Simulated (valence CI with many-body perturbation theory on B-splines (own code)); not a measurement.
## Ho⁵¹⁺: what each term of the Hamiltonian does

Calculated by configuration interaction combined with many-body perturbation theory (CI+MBPT): six valence electrons over a frozen Dirac-Fock core [Ne], radial functions for each j: 9 s, 9 p, 8 d, 6 f, 3 g, 1 h, with the one-electron correlation potential Σ1, the two-electron term Σ2, the three-electron term Σ3, Breit, model QED; selected CI, second order for the rest, scaled by the run's own slope (own B-spline code, finite nucleus).

No measured spectrum was set against this ion. As an estimate, large intervals hold to a few tenths of a per cent, small ones and those within an open d or f shell to about a per cent. Among the levels kept, up to 1100 cm⁻¹ of a level comes from second order outside the variational space, and about a tenth of that is noise between levels of different J, which matters for small intervals.

Each rung adds one term. CI alone is the Dirac-Coulomb CI over the frozen core; QED comes last and gives the full result, which names the levels. Energies are above (3s^2 3p1/2^2 3p3/2^2) J=2 on the same rung, in eV.

Levels are named by their leading jj configuration (3d3/2^4 stands for four electrons in 3d with j = 3/2), which in mixed levels can hold well under half, so a name can repeat and another be missing. Letters in brackets count levels of one name in rising energy.

```csv
Level,CI alone
(3s^2 3p1/2^2 3p3/2^2) J=0,17.04
(3s^2 3p1/2^2 3p3/2 3d3/2) J=2,208.17
(3s^2 3p1/2^2 3p3/2 3d3/2) J=1,215.11
(3s^2 3p1/2^2 3p3/2 3d3/2) J=0,215.19
(3s^2 3p1/2^2 3p3/2 3d3/2) J=3,216.32
(3s^2 3p1/2 3p3/2^3) J=1,216.53
(3s^2 3p1/2 3p3/2^3) J=2,225.60
(3s^2 3p1/2^2 3p3/2 3d5/2) J=4,263.84
(3s^2 3p1/2^2 3p3/2 3d5/2) J=2,267.87
(3s^2 3p1/2^2 3p3/2 3d5/2) J=3,286.41
(3s^2 3p1/2^2 3p3/2 3d5/2) J=1,295.32
(3s 3p1/2^2 3p3/2^3) J=2,376.05
(3s 3p1/2^2 3p3/2^3) J=1,394.75
(3s^2 3p1/2 3p3/2^2 3d3/2) J=2 [a],416.81
(3s^2 3p1/2 3p3/2^2 3d3/2) J=0,417.67
(3s^2 3p1/2 3p3/2^2 3d3/2) J=1 [a],418.45
```

What do these energies become with core correlation, Breit and QED?

(3s^2 3p1/2^2 3p3/2^2) J=0 17.28 (+0.247); (3s^2 3p1/2^2 3p3/2 3d3/2) J=2 206.25 (-1.924); (3s^2 3p1/2^2 3p3/2 3d3/2) J=1 213.22 (-1.889); (3s^2 3p1/2^2 3p3/2 3d3/2) J=0 213.73 (-1.451); (3s^2 3p1/2^2 3p3/2 3d3/2) J=3 213.99 (-2.323); (3s^2 3p1/2 3p3/2^3) J=1 214.62 (-1.906); (3s^2 3p1/2 3p3/2^3) J=2 223.29 (-2.308); (3s^2 3p1/2^2 3p3/2 3d5/2) J=4 260.33 (-3.511); (3s^2 3p1/2^2 3p3/2 3d5/2) J=2 264.56 (-3.312); (3s^2 3p1/2^2 3p3/2 3d5/2) J=3 282.61 (-3.806); (3s^2 3p1/2^2 3p3/2 3d5/2) J=1 292.05 (-3.272); (3s 3p1/2^2 3p3/2^3) J=2 372.88 (-3.173); (3s 3p1/2^2 3p3/2^3) J=1 391.54 (-3.202); (3s^2 3p1/2 3p3/2^2 3d3/2) J=2 [a] 412.71 (-4.099); (3s^2 3p1/2 3p3/2^2 3d3/2) J=0 413.74 (-3.932); (3s^2 3p1/2 3p3/2^2 3d3/2) J=1 [a] 414.50 (-3.955).

How does the ionisation energy move along the ladder, and which term matters most?

CI alone 4699.1, + Σ1 4700.0, + Σ2 4700.2, + Σ3 4699.5, + Breit 4695.8, + QED 4695.4 eV. The largest step is Breit, -3.7 eV. NIST lists 4693 ± 4 eV (theoretical).
